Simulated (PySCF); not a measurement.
## Polarisability and C₆ of F+ (fluorine, charge +1)

[He] 2s2 2p4, high-spin 3P determinant. Computed with PySCF 2.14 in aug-cc-pwCVQZ (9s8p6d4f2g, 109 functions), with no relativity, point nucleus. Coupled (time-dependent) response in atomic units; α is the mean over directions.

```csv
method,mean α (bohr³),"α xx, yy, zz",C₆ (like pair),S(−4)
UHF,1.725,"1.799, 1.577, 1.799",3.143,1.271
PBE,1.890,"1.936, 1.799, 1.936",3.547,1.558
PBE0,1.830,"1.884, 1.721, 1.884",3.401,1.439
PW91,1.883,"1.930, 1.789, 1.930",3.525,1.548
BHandHLYP,1.779,"1.837, 1.662, 1.837",3.278,1.338
```

S(−4) is the Cauchy moment in α(ω) = α(0) + S(−4) ω² + …

α(iu) at BHandHLYP:

```csv
u (hartree),α(iu) (bohr³)
0,1.779
0.0500,1.775
0.100,1.765
0.200,1.728
0.300,1.670
0.500,1.517
0.750,1.308
1.00,1.116
1.50,0.8150
2.00,0.6106
3.00,0.3720
5.00,0.1758
```

A single London oscillator, α(iu) = α/(1 + u²/ω²), gives C₆ = (3/4) ω α². Matching the computed C₆ needs ω = 4 × 3.278 / (3 × 1.779²) = 1.38 hartree.

For an ion, C₆ is the dispersion term alone; charge-induced terms of lower order in 1/R come first.

The components differ because the open shell of this determinant is not spherical; for a pure term their mean is the scalar polarisability.
